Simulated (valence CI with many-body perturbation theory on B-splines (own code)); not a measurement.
# Missing levels of Sm54+

Level of theory: valence CI with perturbative core correlation (CI+MBPT): six valence electrons over a frozen Dirac-Fock core [He], radial functions for each j: 9 s, 9 p, 8 d, 6 f, 3 g, 1 h, with the one-electron correlation potential Σ1 (screened to all orders), the two-electron term Σ2, the three-electron term Σ3, Breit, model QED; selected single and double excitations, second order for the rest, scaled by the run's own slope (own B-spline code, finite nucleus).

The last digits are not significant, and no measured levels were compared; by estimate large intervals hold to a few tenths of a per cent, small ones and those within an open d or f shell to about a per cent. Among the levels kept, up to 2100 cm⁻¹ of a level comes from second order outside the variational space, and about a tenth of that is noise between levels of different J, which matters for small intervals.

```csv
Level,E (× 10³ cm⁻¹)
(2s^2 2p1/2^2 2p3/2^2) J=2,0.00
(2s^2 2p1/2^2 2p3/2^2) J=0,?
(2s^2 2p1/2 2p3/2^3) J=1,?
(2s^2 2p1/2 2p3/2^3) J=2,5171.7
(2s 2p1/2^2 2p3/2^3) J=2,?
(2s 2p1/2^2 2p3/2^3) J=1,8086.0
(2s^2 2p3/2^4) J=0,10340
(2s 2p1/2 2p3/2^4) J=0,?
(2s 2p1/2 2p3/2^4) J=1,12939
(2p1/2^2 2p3/2^4) J=0,15919
(2s^2 2p1/2^2 2p3/2 3s) J=2,48270
(2s^2 2p1/2^2 2p3/2 3s) J=1,48330
(2s^2 2p1/2^2 2p3/2 3p1/2) J=1,49020
(2s^2 2p1/2^2 2p3/2 3p1/2) J=2,49034
(2s^2 2p1/2^2 2p3/2 3p3/2) J=3,50455
(2s^2 2p1/2^2 2p3/2 3p3/2) J=1,50456
(2s^2 2p1/2^2 2p3/2 3p3/2) J=2,?
(2s^2 2p1/2^2 2p3/2 3p3/2) J=0,50805
(2s^2 2p1/2^2 2p3/2 3d3/2) J=2,51244
(2s^2 2p1/2^2 2p3/2 3d3/2) J=3,?
```

Levels are named by their leading jj configuration (3d3/2^4 stands for four electrons in 3d with j = 3/2), which in mixed levels can hold well under half, so a name can repeat and another be missing.

(1) The levels stand in rising order. What does the calculation give for the missing energies?

Answers

(1) (2s^2 2p1/2^2 2p3/2^2) J=0 376.95; (2s^2 2p1/2 2p3/2^3) J=1 5027.3; (2s 2p1/2^2 2p3/2^3) J=2 7560.5; (2s 2p1/2 2p3/2^4) J=0 12663; (2s^2 2p1/2^2 2p3/2 3p3/2) J=2 50639; (2s^2 2p1/2^2 2p3/2 3d3/2) J=3 51298.
